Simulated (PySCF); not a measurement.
# SnN(OH): from structure and modes to constants

Method: PBE0 in PySCF with Sn def2-TZVP with ECP28, N def2-TZVP, O def2-TZVP, H def2-TZVP; scalar-relativistic core potentials, no spin–orbit coupling; density-fitted integrals.

The singlet minimum has Cs symmetry. Masses (u): Sn 119.90220, N 14.00307, O 15.99492, H 1.00782.

```xyz
4
charge 0 multiplicity 1, angstrom
Sn    0.0172    0.0000    0.0527
N    -0.0370    0.0000    1.8721
O    -0.1404    0.0000   -1.8870
H     0.7131    0.0000   -2.3338
```

Harmonic wavenumbers (cm⁻¹): 93.1 (a', ×1), 107.1 (a'', ×1), 613.2 (a', ×1), 833.6 (a', ×1), 881.5 (a', ×1), 3853.3 (a', ×1).

Question: Find the principal moments of inertia and the rotational constants. What kind of rotor is it?

Answer: About the centre of mass I = 0.85612, 111.88, 112.74 u Å². With B = 16.8576/I this gives 19.69, 0.1507, 0.1495 cm⁻¹. The molecule is an asymmetric top with κ = -1.00.

Question: Find the vibrational entropy and heat capacity at 298.15 K.

Answer: With u = 1.43878 ω/T, each mode gives S = R[u/(eᵘ−1) − ln(1−e⁻ᵘ)] and C = R u² eᵘ/(eᵘ−1)².
```json
{"ω (cm⁻¹)": "93.1", "u": "0.449", "S (J/(mol K))": "15.03", "C (J/(mol K))": "8.18"}
{"ω (cm⁻¹)": "107.1", "u": "0.517", "S (J/(mol K))": "13.90", "C (J/(mol K))": "8.13"}
{"ω (cm⁻¹)": "613.2", "u": "2.959", "S (J/(mol K))": "1.79", "C (J/(mol K))": "4.20"}
{"ω (cm⁻¹)": "833.6", "u": "4.023", "S (J/(mol K))": "0.76", "C (J/(mol K))": "2.50"}
{"ω (cm⁻¹)": "881.5", "u": "4.254", "S (J/(mol K))": "0.63", "C (J/(mol K))": "2.20"}
{"ω (cm⁻¹)": "3853.3", "u": "18.595", "S (J/(mol K))": "0.00", "C (J/(mol K))": "0.00"}
```
The sums over all modes are S = 32.1 and C = 25.2 J/(mol K); the softest mode gives 47 % of the entropy.

Question: Give the standard entropy (298.15 K, 1 bar) by its translational, rotational, vibrational and spin parts, and Cp.

Answer: Sackur–Tetrode with M = 150.91 u gives 171.4; rotation with symmetry number 1 gives 87.1; vibration 32.1; spin R ln 1 = 0.0. The total is 290.7 J/(mol K), and Cp = 4 R + 25.2 = 58.5 J/(mol K).

Other isomers or separated fragments may lie lower.
